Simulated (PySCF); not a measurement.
BFH4O3Si. Atoms are numbered in the order given.

```xyz
10

Si    -1.4022    -0.5015     0.0636
F     -2.0269     0.2628    -1.2170
O     -0.0421     0.2810     0.5482
B      1.3195     0.2175     0.2938
O      2.1142     1.2304     0.7132
O      1.9074    -0.8219    -0.3525
H     -1.0670    -1.8858    -0.3760
H     -2.3949    -0.4595     1.1592
H      1.6006     1.9201     1.1433
H      1.3014    -1.5228    -0.6045
```
Charge 0, spin multiplicity 1.

Geometry optimised at PBE0-D3(BJ)/def2-SVP. This is a generated structure with no PubChem entry under its InChIKey; it may be hypothetical. The values are those of a single conformer.

Level of theory: KT2/pcSseg-1 in PySCF.

GIAO shieldings, no solvent; atoms listed in one row are averaged. δ = σ(ref) − σ: ²⁹Si against TMS (σ = 361.9 ppm); ¹⁹F against CFCl3 (σ = 127.1 ppm); ¹⁷O against H2O (σ = 330.4 ppm); ¹¹B against BF3 (σ = 89.8 ppm); ¹H against TMS (σ = 31.47 ppm), references at their B3LYP-D3(BJ)/def2-TZVP geometries, non-relativistic.

```tsv
nucleus	atoms	count	δ (ppm)
²⁹Si	Si1	1	-29.5
¹⁹F	F2	1	-192.3
¹⁷O	O3	1	120.7
¹⁷O	O5	1	90.2
¹⁷O	O6	1	80.3
¹¹B	B4	1	5.0
¹H	H7	1	5.48
¹H	H8	1	5.24
¹H	H9, H10	2	3.06
```
